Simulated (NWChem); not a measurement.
# CH$_{4}$Sn, singlet; SMILES [CH3][SnH]

Low-valent species are run as closed-shell singlets; no triplet was tried in these runs. def2 effective core potentials on Sn; no spin-orbit coupling.

### Question
Give the equilibrium geometry at PBE-D3(BJ)/def2-SVP with def2 effective core potentials on Sn (NWChem) as a list of bonds and angles, with the point group.

### Answer
point group Cs; any orientation.
Bonds (Å): Sn1–H2 1.807, Sn1–C3 2.225, C3–H4 1.111, C3–H5 1.111, C3–H6 1.107. Angles (°): H2–Sn1–C3 91.3, Sn1–C3–H4 109.3, Sn1–C3–H5 109.3, Sn1–C3–H6 112.5, H4–C3–H5 106.8, H4–C3–H6 109.4, H5–C3–H6 109.4.
